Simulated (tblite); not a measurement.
aluminum atom (Al), doublet (GFN-xTB shapes and energies of metal compounds can be far from the true ones); tblite with GFN1-xTB.

Input for tblite:
```
$ tblite run mol.xyz --method gfn1 --charge 0 --spin 1 --spin-polarized --json tblite.json --no-restart

# file mol.xyz
1

Al     0.00000000     0.00000000     0.00000000
```

It wrote (shortened):

```
xTB calculator
 | screened Coulomb repulsion
 | Coulomb electrostatics
 |  * isotropic Klopman-Ohno-Mataga-Nishimoto electrostatics
 |  * onsite third-order electrostatics
 | DFT-D3(BJ) dispersion correction
 | Interactions (1)
 | [1] spin polarization

halogen bonding energy    0.0000000000000E+00 Eh
repulsion energy          0.0000000000000E+00 Eh
dispersion energy         0.0000000000000E+00 Eh
interaction energy        0.0000000000000E+00 Eh
number of electrons       3.0000000000000E+00 e
integral cutoff           4.0000000000000E+01 bohr

------------------------------------------------------------
  cycle        total energy    energy error   density error
------------------------------------------------------------
      1     -1.084584189598  -1.0845842E+00   4.0824829E-01
      2     -1.084584189598   0.0000000E+00   2.4494897E-01
      3     -1.084584189598   0.0000000E+00   1.4695469E-05
------------------------------------------------------------

electronic energy        -1.0845841895978E+00 Eh
total energy             -1.0845841895978E+00 Eh

Post processing:
 | Mayer-Wiberg bond orders

[Info] JSON dump of results written to 'tblite.json'
```
